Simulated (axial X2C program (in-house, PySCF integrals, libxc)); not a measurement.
# YO⁺: cheaper levels and CCSD(T), with spin–orbit coupling

All values were computed with an in-house all-electron X2C program for linear molecules (integrals from PySCF). Two-component (2c) means X2C with spin–orbit coupling and atomic mean-field two-electron Coulomb and Gaunt terms. Basis: Y dyall-cv3z [11s12p9d6f3g], O dyall-av3z [7s6p3d2f] (cores contracted in-house); Gaussian nuclei, density fitting, unrestricted open shells. Masses: Y 88.906 u, O 15.995 u.

State: Ω = 0 (closed shell); fragments Y+ + O.

```tsv
level	Re (Å)	ωe (cm⁻¹)
PBE0	1.726	963.6
HF	1.714	999.3
MP2	1.778	866.2
CCSD	1.749	937.8
M06	1.723	961.2
```

Correlated methods: 8 electrons correlated (number of frozen shells: Y 4 s, 3 p, 1 d; O 1 s), 310 virtual spin orbitals or spinors in MP2, 90 natural virtuals in coupled cluster.

CCSD(T), same Hamiltonian and basis:

Re = 1.766 Å, ωe = 895.0 cm⁻¹; T1 = 0.025 (Lee–Taylor normalisation).

Problem. Give the differences from CCSD(T) in the columns below.

Solution. 

| level | ΔRe (Å) | Δωe (cm⁻¹) |
| --- | --- | --- |
| PBE0 | -0.040 | 69 |
| HF | -0.052 | 104 |
| MP2 | 0.012 | -29 |
| CCSD | -0.017 | 43 |
| M06 | -0.043 | 66 |

Occupations by symmetry block were frozen at the best pattern of an incomplete PBE0 search. Closed shells are restricted here (equal orbitals for both partners); the stretched side of such a curve lies too high. De is not given where an atomic determinant may have missed its ground term or J level, or where the truncated virtual space spoils (T). CCSD and (T) use frozen natural virtuals with an MP2 correction for the truncation; (T) itself is uncorrected, so its De runs slightly low. The functionals have no current-density term, which raises determinants with orbital currents, atoms included. The outer-core s and p shells of the metal are frozen in the correlated rows, which leaves out core–valence correlation; for alkali and alkaline-earth bonds that tends to lengthen them. The T1 diagnostic is large, a sign of multireference character. With the outer-core shells frozen, correlated bond lengths of heavy atoms tend to come out a few hundredths of an ångström too long.
